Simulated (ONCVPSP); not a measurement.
**Ranking ONCV potentials for Ca**

All share these settings but for the change named:

| Quantity | Value |
| --- | --- |
| Element | calcium (Ca) |
| Generator | ONCVPSP 4.0.1 |
| Type | optimised norm-conserving Vanderbilt (ONCV) |
| Functional | LDA (Perdew-Wang 92) |
| Relativity | scalar-relativistic |
| Frozen core | [Ne] |
| Valence charge | 10 |
| Reference configuration | 3s2 3p6 4s2 |
| Partial waves | 3s+4s: rc 2.00 bohr, ncon 4, nbas 8, qcut 6.2 1/bohr, 2 projectors; 3p: rc 2.00 bohr, ncon 4, nbas 7, qcut 5.5 1/bohr, 2 projectors, debl 3.4 Ha; d scattering state at 0.38 Ha: rc 1.80 bohr, ncon 4, nbas 9, qcut 4.7 1/bohr, 2 projectors, debl 1.2 Ha |
| Local potential | polynomial inside 1.70 bohr (lpopt 5, dvloc0 -1 Ha) |
| Core correction | polynomial model core, fcfact 0.35 |

In the d channel the program set the typed energies aside and used -0.078, 1.122 Ha.

Cutoff: the first of the cutoffs (Ha) at which the residual kinetic energy of the hardest occupied pseudo-wave falls to 1 and 0.1 mHa per electron; the density cutoff is not measured.

The base gives 13 Ha.

Of 9 variants that were run, those that failed, showed a ghost or another fault, or gave nearly equal values are left out.

A variant can come out equal or close to the base.

Problem. Rank these variants from softest to hardest (loose cutoff).
A. s: qcut 5.8; p: qcut 5.2; d: qcut 4.4
B. s: qcut 7.3; p: qcut 6.4; d: qcut 5.5
C. s: qcut 4.2; p: qcut 3.7; d: qcut 3.2
D. s: qcut 5.1; p: qcut 4.5; d: qcut 3.9

Solution. A (12 Ha), B (14 Ha), D (18 Ha), C (33 Ha).
